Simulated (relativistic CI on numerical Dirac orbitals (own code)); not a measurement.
**Slater and spin-orbit integrals, Pd X**

Calculated at this level of theory: Dirac-Coulomb-Breit CI, orbitals from a KLI potential per configuration, model QED, unscaled Slater integrals (own radial code, finite nucleus).

Slater integrals F^k, G^k are unscaled and averaged over j, outside the closed core [Ar] 3d10; ζ comes from projecting the Hamiltonian with its Breit term on Σ l·s of the shell.

- 4s²4p⁶4d: ζ(4d) = 2600 cm⁻¹; <r>(4d) = 1.07, <r^2>(4d) = 1.309 (bohr units).
- 4s²4p⁶4f: ζ(4f) = 10.732 cm⁻¹; <r>(4f) = 1.32, <r^2>(4f) = 2.019 (bohr units).
- 4s²4p⁵4d²: ζ(4p) = 28441, F^2(4d,4d) = 95848, F^4(4d,4d) = 64498, F^2(4p,4d) = 101000, G^1(4p,4d) = 128130, G^3(4p,4d) = 80255, ζ(4d) = 2616.2 cm⁻¹; <r>(4p) = 0.9494, <r^2>(4p) = 1.019, <r>(4d) = 1.067, <r^2>(4d) = 1.302 (bohr units).

(1) Give the Racah parameters of the d shell in 4s²4p⁵4d².

Averages of the first 10 configurations, taken without configuration mixing, which lowers the lowest level and can move excited configurations by several eV; other configurations of the list can lie among them:

| Configuration | Parity | States | Average energy above the lowest level (eV) |
| --- | --- | --- | --- |
| 4s²4p⁶4d | even | 10 | 1.7 |
| 4s²4p⁶4f | odd | 14 | 61.7 |
| 4s²4p⁵4d² | odd | 270 | 59.5 |
| 4s²4p⁶5s | even | 2 | 44.8 |
| 4s²4p⁶5p | odd | 6 | 58.1 |
| 4s4p⁶4d² | even | 90 | 102.8 |
| 4s²4p⁵4d4f | even | 840 | 118.7 |
| 4s²4p⁶5d | even | 10 | 78.6 |
| 4s4p⁶4d4f | odd | 280 | 162.4 |
| 4s²4p⁶6s | even | 2 | 92.5 |

## Answers

(1) B = F²/49 − 5F⁴/441 = 1225 cm⁻¹ and C = 35F⁴/441 = 5119 cm⁻¹.
